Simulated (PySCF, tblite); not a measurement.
Compound: C6H3ClF2 (charge -1 and doublet state).
SMILES: `FC1=CC(Cl)=C(F)[CH][CH-]1`

Jobs on this species (12 atoms, 75 electrons) with PySCF (density fitting) and tblite. Hardware of each: one thread, AMD EPYC 7B13 (x86_64) (shared host). Other jobs ran on the host; a repeat could differ by tens of per cent or more.

| level and settings | work | basis functions | SCF cycles | wall time |
| --- | --- | --- | --- | --- |
| GFN2-xTB | Hessian by finite differences | – | – | 0.5 s |
| UKS B3LYP, pcH-1 on C Cl F H, non-relativistic, mean-field spin-orbit, GIAO | unrestricted SCF, g, hyperfine, density and orbital grids written | 265 | ? | ? |
| GFN2-xTB | L-BFGS relaxation | – | – | 0.57 s |

Q: Fill in the missing figures.

A: 
- UKS B3LYP, pcH-1 on C Cl F H, non-relativistic, mean-field spin-orbit, GIAO; unrestricted SCF, g, hyperfine, density and orbital grids written: 64 s, 14 SCF cycles

Q: What do all jobs in the table cost together?

A: About 65 s; the longest takes about 98 % of that, and about 130 times as long as the shortest.
